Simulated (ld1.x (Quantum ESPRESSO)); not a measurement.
# Before and after: ultrasoft potential for phosphorus

ld1.x (Quantum ESPRESSO) 7.5 input, shortened:

```
&input
   title='P', zed=15., rel=0, dft='PBE', iswitch=3,
   config='[Ne] 3s2 3p1.5 3d-2'
 /
 &inputp
   pseudotype=3, tm=.true., lloc=-1, rcloc=1.40,
   nlcc=.false.
 /
5
3S  1  0   2.00   0.00  1.50  1.70  0.0
3S  1  0   0.00  -0.75  1.50  1.70  0.0
3P  2  1   1.50   0.00  1.30  1.75  0.0
3P  2  1   0.00   1.75  1.30  1.75  0.0
3D  3  2  -2.00   0.15  1.65  1.85  0.0
 &test
   configts(1)='3s2 3p1.5'
 /
```

All-electron outer shells of the reference configuration (PBE, non-relativistic, ld1.x):

```
shell  level (eV)  outermost node (bohr)  outermost maximum (bohr)
   3s      -28.39                   0.65                      1.54
   3p      -19.11                   0.64                      1.72
```

Change: local potential all-electron potential smoothed inside 0.80 bohr (lloc = -1).

Cutoffs: the cutoffs (Ry, on a coarse ladder) from which the occupation-weighted sum of valence levels, in a spherical-Bessel basis at the reference potential, stays within 10 and 1 mRy of its value at 400 Ry; they do not see the model core or the augmentation charge, which bear on the density cutoff. Errors are all-electron minus pseudo energies relative to the spin-unpolarised reference configuration.

Task: What does the change do?

Result: The potential gets neither clearly harder nor softer (12 Ry and 21 Ry → 12 Ry and 21 Ry); a bound ghost appears in s, which as a rule spoils a file; the number of tests with a reliable result goes from 7 to 0 (the test run of the changed file stopped, so its transferability is not established); the range in which the d phases agree narrows (upper end 3.7 → 1.3). A state that the projectors do not describe sees the local part alone, so a deeper or shallower local part can create or remove a ghost.

```tsv
quantity	base	changed
cutoff, loose	12 Ry	12 Ry
cutoff, tight	21 Ry	21 Ry
bound ghosts	none	s
tests with a reliable result	7 of 7	0 of 7 (the test run stopped)
s: phases at 2.01 bohr within 0.05 rad from the reference energy up to (Ry; the scan ends near 5)	to the end of the scan	4.4
p: phases at 2.01 bohr within 0.05 rad from the reference energy up to (Ry; the scan ends near 5)	to the end of the scan	to the end of the scan
d: phases at 2.01 bohr within 0.05 rad from the reference energy up to (Ry; the scan ends near 5)	3.7	1.3
lowest overlap eigenvalue by channel	s 0.39, p 0.70, d 1.00	s 0.25, p 0.59, d 1.00
```

 A true bound ghost makes a file unfit for plane-wave use even where its test errors are small: the radial tests pick states by their node count and pass the ghost by.
